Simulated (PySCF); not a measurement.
**Titanium: a sound run and one with changed settings**

Sound run: Ti [Ar] 3d2 4s2, Ti⁺ [Ar] 3d2 4s1. Computed with PySCF 2.14 in cc-pVDZ-DK, with the spin-free X2C one-electron Hamiltonian (Gaussian nucleus). In the sound run the correlated levels freeze [Ar]. The sound run starts from symmetry-adapted Hartree-Fock orbitals and uses a fine grid where one is needed.

Changed run: basis STO-3G, all-electron and non-relativistic. This setting is unsound on purpose.

```tsv
species	method	sound run (hartree)	changed run (hartree)	converged
Ti	UHF	-852.74464	-839.56346	yes
Ti	r2SCAN	-853.66410	-840.39989	yes
Ti	B3LYP	-853.73851	-840.42808	yes
Ti	MP2	-852.77964	-839.59115	yes
Ti⁺	UHF	-852.54015	-839.44286	yes
Ti⁺	r2SCAN	-853.42944	-840.23423	yes
Ti⁺	B3LYP	-853.48654	-840.23694	yes
Ti⁺	MP2	-852.54828	-839.44286	yes
```

Ionisation energy of Ti:

| method | sound run (eV) | changed run (eV) |
| --- | --- | --- |
| UHF | 5.564 | 3.282 |
| r2SCAN | 6.385 | 4.508 |
| B3LYP | 6.857 | 5.201 |
| MP2 | 6.296 | 4.035 |
| SCS-MP2 | 6.445 | 4.186 |

A minimal basis cannot let orbitals breathe on ionisation and holds almost no correlation. The Hamiltonian changed with the basis, so the totals do not compare.

For comparison, NIST gives 6.828 eV between the lowest levels.
